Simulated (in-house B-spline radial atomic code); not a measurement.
Ionisation energies along the 1-electron series, configuration 1s1, as differences of self-consistent energies. Dirac energy differences include first-order Breit, QED and recoil terms. NIST's values go from ground level to ground level; the uncertainty of those that are theory runs from under 0.1 % in few-electron ions to several per cent in heavy many-electron ones. Computed with a radial B-spline atomic code at the basis-set limit: Dirac-Hartree-Fock, average of the configuration, finite nuclei.

| ion | configuration after | ionisation energy (eV) | IE/(q+1)² (eV) | -ε less Coulomb ΔSCF (eV) | Breit and QED recoil part (eV) | tabulated value (eV) | computed minus tabulated (eV) |
| --- | --- | --- | --- | --- | --- | --- | --- |
| Mo41+ | bare | 24572.2 | 13.93 | -4.628e-09 | -19.323 | 24572.21 | 0 |
| Tc42+ | bare | ? | ? | ? | ? | ? | ? |
| Ru43+ | bare | 27033.5 | 13.964 | -1.0889e-09 | -22.502 | 27033.56 | 0 |
| Rh44+ | bare | ? | ? | ? | ? | ? | ? |
| Pd45+ | bare | 29622.6 | 13.999 | 1.2517e-07 | -26.028 | 29622.68 | 0 |
| Ag46+ | bare | 30965.7 | 14.018 | -2.1766e-08 | -27.928 | 30965.78 | 0 |
| Cd47+ | bare | 32341.5 | 14.037 | 6.2583e-08 | -29.915 | 32341.59 | 0 |
| In48+ | bare | 33750.3 | 14.057 | - | -32.007 | 33750.4 | 0 |
| Sn49+ | bare | 35192.4 | 14.077 | -1.6328e-08 | -34.195 | 35192.5 | 0 |
| Sb50+ | bare | 36668.1 | 14.098 | - | -36.491 | 36668.18 | 0 |
| Te51+ | bare | 38177.6 | 14.119 | 1.9044e-08 | -38.883 | 38177.74 | 0 |
| I52+ | bare | ? | ? | ? | ? | ? | ? |
| Xe53+ | bare | 41299.8 | 14.163 | - | -44.018 | 41299.89 | 0 |
| Cs54+ | bare | 42913.0 | 14.186 | 1.6328e-08 | -46.757 | 42913.14 | 0 |
| Ba55+ | bare | 44561.5 | 14.21 | 1.6328e-08 | -49.609 | 44561.63 | 0 |
| La56+ | bare | 46245.6 | 14.234 | 1.2517e-07 | -52.589 | 46245.77 | 0 |
| Ce57+ | bare | 47965.7 | 14.259 | - | -55.694 | 47965.89 | 0 |
| Pr58+ | bare | 49722.3 | 14.284 | 1.0613e-07 | -58.928 | 49722.44 | 0 |
| Nd59+ | bare | 51515.6 | 14.31 | -1.3606e-08 | -62.294 | 51515.78 | 0 |
| Pm60+ | bare | 53346.1 | 14.336 | - | -65.795 | 53346.31 | 0 |
| Sm61+ | bare | 55214.1 | 14.364 | - | -69.431 | 55214.3 | 0 |
| Eu62+ | bare | 57120.4 | 14.392 | - | -73.216 | 57120.64 | 0 |
| Gd63+ | bare | 59065.3 | 14.42 | - | -77.144 | 59065.54 | 0 |

Q: Fill in the row of Tc42+.

A: ionisation energy (eV): 25787.0; IE/(q+1)² (eV): 13.946; -ε less Coulomb ΔSCF (eV): -1.2244e-08; Breit and QED recoil part (eV): -20.875; tabulated value (eV): 25787.05; computed minus tabulated (eV): 0.

Q: Fill in the row of Rh44+.

A: ionisation energy (eV): 28312.0; IE/(q+1)² (eV): 13.981; -ε less Coulomb ΔSCF (eV): 3.2656e-08; Breit and QED recoil part (eV): -24.222; tabulated value (eV): 28312.03; computed minus tabulated (eV): 0.

Q: Fill in the row of I52+.

A: ionisation energy (eV): 39721.4; IE/(q+1)² (eV): 14.141; -ε less Coulomb ΔSCF (eV): -2.1766e-08; Breit and QED recoil part (eV): -41.399; tabulated value (eV): 39721.55; computed minus tabulated (eV): 0.
